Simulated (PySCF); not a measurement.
SnN⁺: energy against distance

Set-up: Sn def2-SVP with ECP28, N def2-SVP; scalar-relativistic core potentials (PySCF 2.14). Energies in eV from Sn⁺ + N in their ground configurations at the same level. State: ³Σ⁻ (triplet), unpaired electrons π ↑↑.

All columns are PBE0. A positive dipole points towards N; it is taken about the centre of mass and depends on that origin.

| R (Å) | E (eV) | μ (D) | Mulliken charge on Sn (basis-dependent) | HOMO (eV) | LUMO (eV) | Mayer bond order | ⟨S²⟩ |
| --- | --- | --- | --- | --- | --- | --- | --- |
| 1.847 | -0.669 | -1.13 | 1.07 | -13.70 | -11.07 | 1.28 | 2.01 |
| 1.933 | -1.190 | -1.40 | 1.10 | -13.55 | -10.72 | 1.25 | 2.01 |
| 2.019 | -1.471 | -1.64 | 1.12 | -13.37 | -10.43 | 1.23 | 2.01 |
| 2.084 | -1.568 | -1.81 | 1.13 | -13.23 | -10.25 | 1.21 | 2.01 |
| 2.148 | -1.593 | -1.97 | 1.14 | -13.07 | -10.11 | 1.19 | 2.01 |
| 2.212 | -1.563 | -2.10 | 1.15 | -12.91 | -9.99 | 1.17 | 2.01 |
| 2.298 | -1.462 | -2.25 | 1.15 | -12.69 | -9.88 | 1.15 | 2.02 |
| 2.406 | -1.276 | -2.36 | 1.15 | -12.41 | -9.80 | 1.10 | 2.05 |
| 2.535 | -1.020 | -2.36 | 1.13 | -12.09 | -9.75 | 0.99 | 2.13 |
| 2.707 | -0.717 | -2.10 | 1.08 | -11.79 | -9.69 | 0.75 | 2.35 |

A fit through these points gives, at Re = 2.142 Å, μ = -1.95 D and dμ/dR = -2.26 D/Å; the reduced mass is 12.54 u.

**Question.** How strong is the fundamental in the double-harmonic approximation, I = 42.26·(dμ/dR)²/μred km/mol?

**Answer.** I = 42.26·(-2.26)²/12.54 = 17.2 km/mol at PBE0.

⟨S²⟩ of the unrestricted solution departs from its pure value on part of the curve, where spin states mix. Spin–orbit coupling is left out, which matters for elements this heavy, above all for dissociation energies. For an ion De counts to the pair picked by the measured ionisation energies or electron affinities, which need not be the lowest pair at this level. The state was picked by a PBE0 search and need not be the measured ground state.
